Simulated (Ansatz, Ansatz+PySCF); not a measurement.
```yaml
atoms:
  - { symbol: C, position_ang: [0.0000, 0.0000, -1.2570] }
  - { symbol: O, position_ang: [0.0000, 0.0000, 0.9427] }
```

Basis set: STO-3G (spherical functions). Correlated methods keep 2 orbitals frozen. Charge 0, multiplicity 1.

Computed with Ansatz (development build ahead of 0.2.0); each method stands on the lowest determinant of its kind that the runs found. Restricted open shells among the atoms or ions are ROHF, correlated in semicanonical orbitals with singles. Restricted functionals stand beside restricted open-shell atoms, which can lie above the unrestricted atoms usual in DFT and then raise those values.

The atomization energy at this shape (free ground-state atoms in the same class of orbitals less the molecule, no zero-point energy) of singlet CO:

```
             method  atomization energy
PBE0 (unrestricted)      24.74 kcal/mol
  PBE0 (restricted)     -43.62 kcal/mol
        UHF-CCSD(T)      14.26 kcal/mol
            UHF-MP2       6.61 kcal/mol
            RHF-MP2    -117.08 kcal/mol
        RHF-CCSD(T)     -99.93 kcal/mol
                UHF       6.24 kcal/mol
```

(1) What does RHF give?

Results:

(1) -135.84 kcal/mol. Caution for PBE0 (unrestricted), UHF-CCSD(T), UHF-MP2, UHF: the unrestricted determinant is a mixture of spin states. Caution for PBE0 (restricted), RHF-MP2, RHF-CCSD(T), RHF: an unrestricted determinant lies well below; the molecule lies well above its atoms at this level. Caution for UHF-CCSD(T), UHF-MP2: a plain start can end on a higher determinant; large amplitudes, a single reference is doubtful. Caution for UHF-CCSD(T), RHF-MP2: the program doubts this total. Caution for RHF-MP2, RHF-CCSD(T): bonds are stretched, where a single reference can fail.

This basis has no polarisation functions and is too small for such energies, which can lie far from measured ones in either direction.
